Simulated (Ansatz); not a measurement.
**Worked example: CH3I + Si2H6O2 → HOI + CH8OSi2**

Species: CH3I (methyl iodide) `CI`, singlet; Si2H6O2 `O[SiH2][SiH2]O`, singlet; HOI (hypoiodous acid) `OI`, singlet; CH8OSi2 `C[SiH2][SiH2]O`, singlet. The partners trade CH3 for OH: I–CH3 and Si–OH bonds give way to I–OH and Si–CH3.

Shapes, held fixed at every level: PBE0-D4/def2-TZVP. Flexible molecules stand in one conformer, not always the lowest. Programs: Ansatz 0.2.0. Electronic energies: no zero-point or thermal term.

At CCSD(T)/def2-TZVPP; 1 Eh = 2625.50 kJ/mol:

```
species  energy (Eh)
   CH3I  -336.975382
Si2H6O2  -732.058737
    HOI  -372.835641
CH8OSi2  -696.128821
```

Task: Work out ΔE of the reaction at this level.

Result: 
1. Products less reactants: (-372.835641) + (-696.128821) − [(-336.975382) + (-732.058737)] = 0.069657 Eh = +182.9 kJ/mol.

Other levels give +160.2 (PBE-D4/def2-TZVPP) to +207.6 kJ/mol (HF/def2-TZVPP). No measured value is set beside it here. For atoms past krypton def2 sets carry core potentials with scalar relativity. Outer-core shells of I are correlated, in sets that cover them unevenly.
